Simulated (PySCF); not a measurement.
# Radial density of Ir²⁺ (iridium, charge +2)

r2SCAN0, [Xe] 4f14 5d6 6s1, high-spin 6D determinant (an excited configuration). Calculation: PySCF 2.14, in x2c-TZVPPall with one added diffuse shell each of s, p, d, f type (12s8p8d4f1g, 113 functions); scalar relativity by spin-free X2C-1e.

```
r (bohr)  4πr²ρ (e/bohr)  4πr²(ρα − ρβ)
  0.0135           106.4         0.0011
  0.0227           93.28        -0.0023
  0.0383           124.4         0.0274
  0.0643           136.1         0.1497
   0.108           113.5         0.3137
   0.182           118.2         0.0056
   0.306           72.77         0.4884
   0.515           64.28         0.0824
   0.866           21.57         1.5515
    1.46           9.050         3.1478
    2.45           1.661         1.1882
    4.12          0.1320         0.1157
    6.93       8.579e-05         0.0001
    11.7       0.0001245         0.0001
```

Densities and radii are taken from the X2C orbitals without a picture-change correction, which distorts them close to the nucleus.

Spin-orbit coupling, absent here, splits the open shell strongly.

Problem. Where is the radial spin density 4πr²(ρα − ρβ) most negative, and why is it negative at all?

Solution. Around r = 0.0227 bohr, down to -0.0023 e/bohr: exchange with the open shell polarises the paired shells in an unrestricted calculation.
